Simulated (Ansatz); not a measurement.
Gas-phase electronic energies from Ansatz, PBE0-D4/def2-TZVP geometries. CCSD(T)/CBS is the MP2 limit (def2-TZVPP, def2-QZVPP) plus CCSD(T) − MP2 in def2-TZVPP, frozen cores. Functionals use def2-TZVPP. B3LYP here is the variant with VWN-RPA as its local correlation; programs differ in this. HSE06 is defined as in plane-wave codes. For Br outer-core shells are correlated without core-valence functions, which leaves a few kJ/mol of doubt a bond. Scalar relativity is left out up to krypton. Each species was taken in one conformer, which may not be the lowest.

Consider the formal exchange of groups at the Si–N bond: `N[Si](F)(Cl)Br` + `O=C=C(O)F` → `O[Si](F)(Cl)Br` + `NC(F)=C=O`.

| level | ΔE (kJ/mol) | difference from CCSD(T)/CBS |
| --- | --- | --- |
| LDA (SPW92) | -77.8 | 1.4 |
| PBE-D4 | -76.4 | 2.8 |
| revPBE-D4 | -75.6 | 3.6 |
| BLYP-D4 | -78.1 | 1.1 |
| r2SCAN-D4 | -80.5 | -1.3 |
| B97M-V | -80.1 | -0.9 |
| PBE0-D4 | -77.0 | 2.2 |
| B3LYP-D4 | -78.8 | 0.4 |
| r2SCAN0-D4 | -80.5 | -1.3 |
| HSE06-D4 | -77.0 | 2.2 |
| BHLYP-D4 | -80.0 | -0.8 |
| CAM-B3LYP-D4 | -78.8 | 0.4 |
| ωB97X-V | -76.9 | 2.3 |
| ωB97M-V | -77.5 | 1.7 |
| PBE-QIDH | -80.2 | -1.0 |
| PBE | -77.2 | 2.0 |
| revPBE | -76.7 | 2.5 |
| BLYP | -79.7 | -0.5 |
| r2SCAN | -80.7 | -1.5 |
| PBE0 | -77.8 | 1.4 |
| B3LYP | -80.1 | -0.9 |
| r2SCAN0 | -80.8 | -1.6 |
| HSE06 | -77.7 | 1.5 |
| BHLYP | -81.3 | -2.1 |
| CAM-B3LYP | -79.6 | -0.4 |
| LC-ωPBE | -76.2 | 3.0 |
| RPA@PBE/def2-TZVPP | -75.7 | 3.5 |
| HF/def2-SVP | -72.6 | 6.6 |
| MP2/def2-SVP | -76.7 | 2.5 |
| CCSD/def2-SVP | -72.3 | 6.9 |
| CCSD(T)/def2-SVP | -72.1 | 7.1 |
| MP2/def2-TZVPP | -83.1 | -3.9 |
| CCSD/def2-TZVPP | -78.8 | 0.4 |
| CCSD(T)/def2-TZVPP | -78.5 | 0.7 |
| HF/def2-QZVPP | -81.4 | -2.2 |
| MP2/def2-QZVPP | -83.6 | -4.4 |
| SCS-MP2/def2-QZVPP | -81.6 | -2.4 |
| HF/CBS(def2) | -81.4 | -2.2 |
| MP2/CBS(def2) | -83.9 | -4.7 |
| CCSD/CBS(def2) | -79.5 | -0.3 |
| CCSD(T)/CBS | -79.2 | 0 |

Largest T1 diagnostic among the species: 0.016.

Leaving LDA and LC-ωPBE aside and taking each functional with its dispersion term where it has one, the values, not all of them listed here, spread over 5.8 kJ/mol, from B2PLYP to revPBE-D4. At CCSD(T), def2-SVP lies +7.1 kJ/mol from the extrapolated value and def2-TZVPP +0.7 kJ/mol.
